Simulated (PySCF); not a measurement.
A structure optimised at r2SCAN-D4/def2-SVP, used in a PySCF frequency run:

```xyz
12

N     -1.8955     0.6371    -1.9243
C     -1.7420     0.1476    -0.6214
C     -0.6769    -0.4475    -0.1124
C      0.4235    -0.9305     0.4271
Si     1.7739     0.1718     1.1221
H     -2.8276     0.4891    -2.3021
H     -1.1911     0.2964    -2.5730
H     -2.5942     0.3451     0.0433
H      0.5615    -2.0250     0.4814
H      1.9843    -0.1019     2.5789
H      3.0787    -0.0888     0.4351
H      1.3952     1.6025     0.9373
```

Task: Write its SMILES and formula.

Result: NC=C=C[SiH3], C3H7NSi

Task: What are its rotational constants (standard atomic weights)?

Result: 12.602, 1.5437, 1.4678 GHz
